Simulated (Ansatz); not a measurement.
ZnMeBr (CH₃BrZn), relaxed as a singlet with RKS PBE0-D4/def2-TZVP in Ansatz, starting from the GFN2-xTB geometry. Force threshold 0.02 eV/Å.

Start:

Cartesian coordinates in Å:
```
Zn 0.8584 0.0652 0.7590
C -0.6369 -0.0623 -0.5700
H -0.7611 -1.0798 -0.9213
H -0.4457 0.5647 -1.4321
H -1.5752 0.2527 -0.1294
Br 2.5605 0.2595 2.2939
```

**Question.** Estimate the energy that the relaxation releases and the steps that it takes.

**Answer.** 1.4 kcal/mol, in 5 steps; 11 s on 4 threads of AMD EPYC 7R43 on a shared host. No frequencies were taken in this run, so the end may be a saddle point.

**Question.** Does the start keep its bonding and symmetry?

**Answer.** By distances, no bond broke or formed. The bond that changes most is Zn1–C2, from 2.00 to 1.93 Å (atoms count from 1). Point group C3v at the start, C3v at the end, both within 0.05 Å.

**Question.** Predict the relaxed structure.

**Answer.** 
```xyz
6

Zn    0.818    0.079    0.731
C    -0.616   -0.060   -0.551
H    -0.722   -1.091   -0.890
H    -0.412    0.574   -1.416
H    -1.558    0.258   -0.099
Br    2.490    0.241    2.225
```
Bond lengths: 1 × C–Zn 1.93 Å; 1 × Br–Zn 2.25 Å; 3 × C–H 1.09 Å.
